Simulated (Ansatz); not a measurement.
Geometry optimisation, RKS PBE/def2-SVP in Ansatz.

The input (input.yaml):

```yaml
crystal:
  periodic: [false, false, false]
  atoms:
    - { symbol: In, position_ang: [0.110163, 0.225903, -0.103494] }
    - { symbol: Cl, position_ang: [-0.007067, 0.249273, 2.31584] }
    - { symbol: Cl, position_ang: [2.1344, 0.726331, -1.175222] }
    - { symbol: Cl, position_ang: [-1.913967, 0.080942, -1.287918] }
    - { symbol: S, position_ang: [0.25827, -3.257037, 0.996945] }
    - { symbol: H, position_ang: [-1.077185, -3.345657, 0.72628] }
    - { symbol: H, position_ang: [0.038186, -2.300455, 1.980169] }
basis:
  gaussian: { orbitals: def2-SVP }
hamiltonian:
  xc: pbe
relax:
  f_tol: 0.03
  max_steps: 50
```

Launched with:

```bash
$ ansatz run input.yaml --threads 2 --pin off --max-ram 3072MiB --backend cpu --events-out ev --progress --plain --runs-dir out
```

Q: Where does it end, and by what steps?

A: It converged. After 7 steps the energy has fallen by 0.388 eV; S5 moved furthest, 0.53 Å. Joined: In1–S5 (3.66 → 2.79 Å).

| step | energy less start (eV) | largest force component (eV/Å) | accepted |
| --- | --- | --- | --- |
| 0 | 0.0000 | 0.673 | yes |
| 1 | -0.1560 | 0.543 | yes |
| 2 | -0.3004 | 0.451 | yes |
| 3 | -0.3534 | 0.332 | yes |
| 4 | -0.3719 | 0.299 | yes |
| 5 | -0.3801 | 0.188 | yes |
| 6 | -0.3839 | 0.102 | yes |
| 7 | -0.3884 | 0.021 | yes |

```xyz
7
Properties=species:S:1:pos:R:3
In 0.100 -0.100 0.080
Cl -0.074 0.467 2.386
Cl 2.099 0.412 -1.061
Cl -1.937 -0.255 -1.119
S 0.293 -2.815 0.697
H -1.051 -2.932 0.482
H 0.113 -2.397 1.988
```

Whether the end is a true minimum wasn't checked by a vibrational analysis.

The run took 20 s on 2 threads of Arm Neoverse V2, with other jobs on the host, peak memory 0.16 GiB.
